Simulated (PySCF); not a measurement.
Trends in electronic spectra. Method: TDDFT B3LYP/def2-SVPD, vertical, gas phase, core orbitals frozen in the response (PySCF). Geometries: PBE0-D3(BJ)/def2-SVP; one conformer of each isolated species. Triplets are in the Tamm–Dancoff approximation. 'Strongest' means the level of largest summed f among the lowest 10 singlets; it needn't be the same kind of state in each. Atoms past krypton carry core potentials; spin–orbit coupling is left out. Ions are computed without counter-ions or solvent.

Question: Rank by computed LUMO energy, lowest first.
A. `CC(=O)C1CC1`
B. `[O]=[Ta-]([Cl])([Cl])([Cl])[Cl]`
C. `C1C[C@@H](CC21CC2)B(F)F`
D. `C=C(C)C(C)=O`

Answer: D (-1.87 eV), A (-0.72 eV), C (-0.14 eV), B (0.87 eV).

```
                         SMILES  LUMO (eV)  gap (eV)  f (strongest)  α (au)  strongest (eV)  first f ≥ 0.01 (nm)  S1 mainly
                   C=C(C)C(C)=O      -1.87      5.27           0.23    65.9            5.69                  218  H→L (98%)
                    CC(=O)C1CC1      -0.72      6.34           0.15    62.2            6.90                  188  H→L (99%)
         FB(F)[C@H]1CCC2(CC2)C1      -0.14      7.40           0.04    91.0            7.23                  171  H→L (99%)
[O]=[Ta-]([Cl])([Cl])([Cl])[Cl]       0.87      4.87           0.13   113.2            4.70                  282  H→L (98%)
```

H and L stand for HOMO and LUMO.
